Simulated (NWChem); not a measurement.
Molecule: C₃H₄F₂Si; SMILES FC(F)=C=C[SiH3]

Q: Give the equilibrium geometry at B3LYP/6-31G* (spherical d) (NWChem) as an XYZ file, with the point group.

A: point group Cs; any orientation.
```
10

F      1.0948    -2.2096     0.2024
C      0.0000    -1.4916    -0.0464
F     -1.0955    -2.2077     0.2048
C      0.0006    -0.2646    -0.4868
C      0.0013     0.9855    -0.8799
Si     0.0036     2.4417     0.3209
H      0.0004     1.1989    -1.9540
H      1.2069     3.2846     0.0861
H      0.0079     1.9315     1.7135
H     -1.2025     3.2825     0.0935
```
